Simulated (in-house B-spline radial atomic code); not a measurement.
Radial electron density of the xenon ion Xe⁴¹⁺, [Ne] 3s2 3p1. Computed with a radial B-spline atomic code at the basis-set limit: non-relativistic Hartree-Fock, average of configuration, point nucleus.

Columns: r (bohr), 4πr²n(r) (electrons per bohr), bar.

```
  0.0012    1.778 #
 0.00142    2.431 #
 0.00168    3.308 ##
 0.00199    4.489 ##
 0.00235    6.021 ###
 0.00278    8.044 ####
 0.00329    10.66 ######
 0.00389    13.97 ########
  0.0046     18.1 ##########
 0.00544    23.12 #############
 0.00644    29.09 ################
 0.00762    35.88 ####################
 0.00901    43.21 ########################
  0.0107    50.86 ############################
  0.0126    57.63 ################################
  0.0149    63.25 ###################################
  0.0176    66.69 #####################################
  0.0209     67.4 #####################################
  0.0247    65.33 ####################################
  0.0292     61.4 ##################################
  0.0346    57.39 ################################
  0.0409    55.76 ###############################
  0.0483    58.26 ################################
  0.0572     65.1 ####################################
  0.0677    73.65 #########################################
    0.08    79.09 ############################################
  0.0947    76.76 ###########################################
   0.112       65 ####################################
   0.132    47.62 ##########################
   0.157    30.19 #################
   0.185    20.18 ###########
   0.219    16.76 #########
   0.259    15.73 #########
   0.307    12.77 #######
   0.363    7.813 ####
   0.429    3.389 ##
   0.508   0.9727 #
   0.601   0.1774 
   0.711  0.01903 
   0.841 0.001105 
   0.994 3.159e-05
```

On this grid the curve has 2 maxima, near 0.0209, 0.08 bohr.

The 3s radial function P(r) = rR(r), positive near the nucleus:

```
r (bohr)        P
 0.00037  0.04726
0.000518  0.06563
0.000725  0.09083
 0.00101   0.1246
 0.00142   0.1713
 0.00199   0.2325
 0.00278   0.3108
 0.00389   0.4083
 0.00544   0.5218
 0.00762    0.641
  0.0107     0.74
  0.0149   0.7698
  0.0209   0.6605
  0.0292   0.3372
  0.0409  -0.2306
  0.0572  -0.9021
    0.08   -1.292
   0.112  -0.8761
   0.157   0.4757
   0.219    1.874
   0.307    2.072
   0.429    1.095
   0.601   0.2506
   0.841   0.0196
```
